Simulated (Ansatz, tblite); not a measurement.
Removing and adding an electron: Sn31H36, a nanocrystal cut from cubic tin. Total charge 0; singlet. Geometry: r2SCAN-D4/def2-SVP. Ansatz, gas phase; energy differences of separate SCF runs; the oxidised species was run as a doublet alone; the reduced species was run as a doublet alone.

Cartesian coordinates in Å:
```
Sn 0.373 -4.262 -3.646
Sn 2.257 0.113 -5.108
Sn 0.622 -5.273 0.756
Sn 2.445 -2.416 3.807
Sn 3.951 2.876 -1.910
Sn 4.081 1.681 2.454
Sn 2.262 -1.210 -0.642
Sn -1.716 -0.217 -2.661
Sn -1.600 -1.413 1.842
Sn 0.028 2.676 0.477
Sn -3.456 -4.205 -1.236
Sn 0.043 3.838 -4.037
Sn -4.189 3.560 -1.362
Sn 0.205 1.488 4.938
Sn -3.808 2.451 3.037
Sn 1.925 -3.920 -1.334
Sn 3.634 0.187 -2.667
Sn -2.071 -2.932 -3.316
Sn -0.318 1.136 -4.695
Sn 3.746 -1.019 1.747
Sn 2.107 -5.115 3.128
Sn -1.911 -4.110 1.103
Sn -0.060 -1.208 4.193
Sn 5.458 3.062 0.442
Sn 1.400 4.014 -1.588
Sn 1.541 2.815 2.854
Sn -0.276 -0.036 -0.239
Sn -4.249 0.980 -2.444
Sn -4.099 -0.269 2.426
Sn -2.540 3.757 0.899
Sn -2.298 2.668 5.384
H 0.069 -5.946 -3.853
H 1.199 -3.715 -5.052
H 3.075 1.121 -6.241
H 2.221 -1.476 -5.765
H 0.423 -6.931 0.302
H 3.374 -2.277 5.259
H 4.756 3.711 -3.194
H 4.957 1.759 3.944
H -3.800 -5.838 -1.665
H -4.964 -3.422 -0.951
H 1.007 4.586 -5.254
H -1.454 4.683 -3.979
H -3.663 4.662 -2.573
H -5.788 4.025 -0.913
H 1.175 1.583 6.368
H -5.368 3.159 3.271
H 3.488 -4.622 -1.572
H 5.197 -0.531 -2.852
H -2.994 -3.038 -4.774
H -1.238 1.020 -6.154
H 5.302 -1.725 1.469
H 3.639 -5.873 2.913
H 1.295 -5.950 4.398
H -2.742 -4.930 2.380
H -0.910 -2.056 5.440
H 7.021 2.379 0.202
H 5.678 4.712 0.887
H 1.579 5.675 -1.138
H 1.729 4.485 3.266
H -5.266 -0.016 -1.478
H -4.956 1.041 -4.015
H -5.199 -0.492 1.122
H -4.754 -1.097 3.788
H -2.370 5.430 1.305
H -3.107 1.885 6.688
H -2.099 4.322 5.820
```

In the def2 sets Sn takes a core potential; there is no spin–orbit coupling. The xTB rows come from tblite. Single mean-field runs in def2-SVP are fitted with def2-universal-jkfit.

(1) Estimate orbital energies and vertical ionisation energies and electron affinities at: GFN1-xTB; GFN2-xTB; LDA (SPW92)/def2-SVP; PBE-D4/def2-SVP; PBE0-D4/def2-SVP.

## Answers

(1) 
```csv
level,−HOMO (eV),vertical IE (eV),−LUMO (eV),vertical EA (eV),HOMO–LUMO gap (eV),IE − EA (eV)
GFN1-xTB,10.33,11.43,9.18,8.12,1.15,3.31
GFN2-xTB,10.82,11.85,10.09,9.08,0.73,2.77
LDA (SPW92)/def2-SVP,5.75,–,3.18,2.09,2.57,–
PBE-D4/def2-SVP,5.66,–,2.96,1.94,2.70,–
PBE0-D4/def2-SVP,6.46,7.28,2.28,1.61,4.18,5.67
```

Run but left out: LDA (SPW92)/def2-SVP, PBE-D4/def2-SVP (charge +1 doublet: an occupied level 0.00 to 0.01 eV above an empty one).   Raw xTB energy differences between charge states are shifted by several eV; the methods need an empirical correction for them. Sets without diffuse functions give affinities that are too small.
